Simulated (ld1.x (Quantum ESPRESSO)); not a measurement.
# Before and after: TM potential for B

boron (B), norm-conserving Troullier–Martins (Kleinman–Bylander form), made with ld1.x (Quantum ESPRESSO) 7.5 (PBEsol, non-relativistic). Core [He], reference 2s2 2p1. Waves: 2s (bound): rc 1.15 bohr; 2p (bound): rc 2.05 bohr; 3d channel at 0.25 Ry: rc 1.55 bohr. Local part: all-electron potential smoothed inside 1.90 bohr (lloc = -1). Core correction: Bessel-smoothed model core, default radius (core density twice the valence density).

Change: wave 2s (bound): rc 1.15 bohr becomes 2s (bound): rc 1.66 bohr.

Cutoffs: the cutoffs (Ry, on a coarse ladder) from which the occupation-weighted sum of valence levels, in a spherical-Bessel basis at the reference potential, stays within 10 and 1 mRy of its value at 400 Ry; they do not see the model core or the augmentation charge, which bear on the density cutoff. Errors are all-electron minus pseudo energies relative to the spin-unpolarised reference configuration.

What does the change do?

The potential gets softer (25 Ry and 55 Ry → 21 Ry and 45 Ry); of the 7 tests that both files solve, the error grows in 3 and shrinks in 0 by more than 15 % and 0.3 meV (median size 2.2 → 2.9 meV); neither file shows a bound ghost. A larger radius leaves more room for a smooth pseudo-wave, so fewer plane waves are needed. More of the atom is replaced by a form fitted at one configuration, so other configurations suffer.

```tsv
quantity	base	changed
cutoff, loose	25 Ry	21 Ry
cutoff, tight	55 Ry	45 Ry
loose cutoff by channel (10 mRy a level)	s 18 Ry, p 18 Ry	s 15 Ry, p 18 Ry
bound ghosts	none	none
error for 2s2 2p0, meV [ΔE 8.14 eV]	+18	+23
error for 2s1 2p0, meV [ΔE 33.40 eV]	+75	+74
error for 2s2 2p0.5, meV [ΔE 2.86 eV]	+2.2	+2.9
error for 2s1 2p2, meV [ΔE 5.81 eV]	-0.4	-0.6
error for 2s1 2p1, meV [ΔE 14.26 eV]	-5.6	-9.3
error for 2s2 2p1.3, meV [ΔE -0.72 eV]	+0.1	+0.2
error for 2s0 2p3, meV [ΔE 11.64 eV]	-1.9	-1.9
s: phases at 2.25 bohr within 0.05 rad from the reference energy up to (Ry; the scan ends near 5)	3.1	2.8
p: phases at 2.25 bohr within 0.05 rad from the reference energy up to (Ry; the scan ends near 5)	2.5	2.5
d: phases at 2.25 bohr within 0.05 rad from the reference energy up to (Ry; the scan ends near 5)	to the end of the scan	to the end of the scan
```
